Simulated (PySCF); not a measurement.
Compound: C5H7ClO2 (charge -1 and doublet state).
Numbering: `[CH3:1]/[C:2]([CH2:3][OH:4])=[C:5](/[Cl:6])[CH:7][O-:8]` (hydrogens: H9, H10, H11 on C1; H12, H13 on C3; H14 on O4; H15 on C7)

Geometry (GFN2-xTB, Å), atoms numbered from 1 in this order:
```xyz
15
C5H7ClO2 angstrom
C     -0.1624   -1.1834   -1.1183
C     -0.2642   -0.1475   -0.0415
C     -1.5827    0.5282    0.1494
O     -1.6308    1.8821   -0.3277
C      0.8641    0.2021    0.6956
Cl     0.6452    1.5188    1.8622
C      2.1706   -0.2961    0.6818
O      2.6246   -1.2315   -0.0326
H     -0.8451   -2.0196   -0.9265
H     -0.4254   -0.7624   -2.0945
H      0.8563   -1.5592   -1.1521
H     -2.3591    0.0033   -0.4146
H     -1.8770    0.5396    1.2147
H     -0.8796    2.3243    0.0892
H      2.8610    0.2091    1.3928
```

The hyperfine couplings belong to this conformer and change with its torsions.

Computed, not measured: UKS B3LYP, pcH-1 on C Cl H O, non-relativistic, mean-field spin-orbit, GIAO in PySCF 2.14.0. Whether the extra electron is bound in the gas phase wasn't checked; a finite basis holds it in any case. Couplings are sensitive to structure, and on GFN2-xTB geometries they can be far from those on DFT ones, by a factor of two or more for some ions and for spin on atoms past the first row. The SCF solution wasn't tested for stability.

Q: Where do the isotropic ENDOR lines of C2, C5, C1, C3, C7, H9/H10/H11, H15, H12/H13, H14 and Cl6 fall at 3367.2 mT, to first order?

A: For S = 1/2 in fast tumbling each set of equivalent nuclei gives two lines, ν± = |νn ± a/2| to first order, with νn = g_N μN B/h and μN/h = 7.62259 MHz/T.

```json
{"nuclei": "C2", "isotope": "13C", "g_N": "1.4048", "νn (MHz)": "36.06", "a_iso (MHz)": "47.90", "lower line (MHz)": "12.10", "upper line (MHz)": "60.01"}
{"nuclei": "C5", "isotope": "13C", "g_N": "1.4048", "νn (MHz)": "36.06", "a_iso (MHz)": "-27.65", "lower line (MHz)": "22.23", "upper line (MHz)": "49.88"}
{"nuclei": "C1", "isotope": "13C", "g_N": "1.4048", "νn (MHz)": "36.06", "a_iso (MHz)": "-19.43", "lower line (MHz)": "26.34", "upper line (MHz)": "45.77"}
{"nuclei": "C3", "isotope": "13C", "g_N": "1.4048", "νn (MHz)": "36.06", "a_iso (MHz)": "-17.69", "lower line (MHz)": "27.21", "upper line (MHz)": "44.90"}
{"nuclei": "C7", "isotope": "13C", "g_N": "1.4048", "νn (MHz)": "36.06", "a_iso (MHz)": "8.26", "lower line (MHz)": "31.93", "upper line (MHz)": "40.19"}
{"nuclei": "H9/H10/H11", "isotope": "1H", "g_N": "5.5857", "νn (MHz)": "143.37", "a_iso (MHz)": "37.17", "lower line (MHz)": "124.78", "upper line (MHz)": "161.95"}
{"nuclei": "H15", "isotope": "1H", "g_N": "5.5857", "νn (MHz)": "143.37", "a_iso (MHz)": "-19.34", "lower line (MHz)": "133.70", "upper line (MHz)": "153.04"}
{"nuclei": "H12/H13", "isotope": "1H", "g_N": "5.5857", "νn (MHz)": "143.37", "a_iso (MHz)": "14.66", "lower line (MHz)": "136.04", "upper line (MHz)": "150.69"}
{"nuclei": "H14", "isotope": "1H", "g_N": "5.5857", "νn (MHz)": "143.37", "a_iso (MHz)": "-3.68", "lower line (MHz)": "141.53", "upper line (MHz)": "145.21"}
{"nuclei": "Cl6", "isotope": "35Cl", "g_N": "0.5479", "νn (MHz)": "14.06", "a_iso (MHz)": "1.22", "lower line (MHz)": "13.45", "upper line (MHz)": "14.67"}
```

The rows for 13C, of low natural abundance, apply to labelled samples.

Q: Which pairs are centred on the nuclear Larmor frequency, and which on half the coupling?

A: Centred on νn, since |a| < 2νn: C2, C5, C1, C3, C7, H9/H10/H11, H15, H12/H13, H14 and Cl6. No pair has |a| > 2νn.

Q: At what field would the lower line of C1 fall to zero frequency?

A: Where νn = |a|/2, that is B = 9.72 MHz/(1.4048 × 7.62259 MHz/T) = 907 mT, as far as first order holds there.

Class means assume fast exchange of nuclei equivalent by connectivity; if that motion is slow, each nucleus keeps its own coupling. The three 1H nuclei of mean +37.2 MHz run from 1.9 to 56.5 MHz in the frozen geometry. The 1H value of +14.7 MHz is a mean of couplings from 0.8 to 28.5 MHz in this one geometry, not an average over conformers.

Main isotope only: 35Cl (natural samples also hold 24 % 37Cl, magnetic too, which adds its own pattern).

Hardware: one thread, Arm Neoverse V2 (aarch64), no GPU, on a shared host. Cost: 80 s wall (with the writing of density and orbital grids), 0.97 GiB resident at most.

The SMILES draws the unpaired electron on C7; the largest computed Mulliken spin population is on C2 (0.54 against 0.22).
